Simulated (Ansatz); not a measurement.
SinHm (charge -1): vertical IE (eV) at several levels, gas phase, relaxed structures; Ansatz. Clusters are the lowest isomers that short searches found in that spin, judged at the geometry's level. Singlets are spin-restricted. The spins of the ions were chosen, not always searched. The structures are stationary points that may keep the symmetry of their start. Remarks come from the PBE and PBE0 runs and from stability tests at other levels; not every state was tested. A HOMO above zero means that the electron is unbound at that level and held by the basis, or that self-interaction error raises the level; the energy of removing that electron tells which.

| species | state | geometry | r2SCAN-D4/def2-TZVPD | PBE0-D4/def2-TZVPD | remarks |
| --- | --- | --- | --- | --- | --- |
| Si2H2⁻ | doublet to triplet | r2SCAN-D4/def2-TZVPD | 2.14 | 2.10 | HOMO above zero at PBE or PBE0 |
| Si2H3⁻ | singlet to doublet | PBE0-D4/def2-TZVPD | 2.20 | 2.18 | HOMO above zero at PBE or PBE0 |
| Si3H6⁻ | doublet to singlet | PBE0-D4/def2-TZVPD | 2.16 | 2.19 | HOMO above zero at PBE or PBE0 |
| Si4H7⁻ | singlet to doublet | B3LYP-D4/def2-SVPD | 2.68 | 2.75 | – |

Q: Estimate the column for PBE-D4/def2-TZVPD.

A: Si2H2⁻ 2.17; Si2H3⁻ 2.26; Si3H6⁻ 2.06; Si4H7⁻ 2.77.

Over the 4 species that have every level, the mean is 2.32 at PBE-D4/def2-TZVPD, 2.29 at r2SCAN-D4/def2-TZVPD, 2.30 at PBE0-D4/def2-TZVPD.
